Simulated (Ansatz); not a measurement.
A made-up structure of H2SeS2, singlet:

```
5
angstrom
S -1.5011 -0.4415 -0.7901
Se -0.3697 0.9735 0.4389
S 1.6294 0.1036 0.6377
H -0.5389 2.3493 1.0377
H 2.1597 0.6125 -0.4892
```

It is relaxed with PBE-D4/def2-SVP and then PBE0-D4/def2-TZVP (Ansatz 0.2.0). Atoms count as bonded within 1.22 times the sum of their covalent radii (H–H: 0.88 Å). The end point is not checked to be a true minimum.

(1) Does its bonding change? (A judgement: the text doesn't fix the answer.)

## Answers

(1) Computed: No: no bond forms or breaks.

Where it ends: The first stage lowers the energy by 2.03 eV in 9 steps. It ends as H₂SeS₂ ([S][SeH][SH]):
```csv
atom,x (Å),y (Å),z (Å)
S1,-1.3850,-0.0634,-0.8755
Se2,-0.4840,0.6166,0.8585
S3,1.7710,0.3162,0.7637
H4,-0.3519,2.0871,0.6280
H5,1.8295,0.6409,-0.5397
```

Labels in which every atom is bracketed show which atoms are joined, not bond orders.

For scale, one of the runs: PBE0-D4/def2-TZVP relaxation, 134 basis functions, launched by `ansatz run in.yaml --threads 2 --pin off --events-out ev --progress --plain --max-ram 4352MiB`. The run took about 29 s on 2 CPU threads of an Arm Neoverse V1 (shared host).
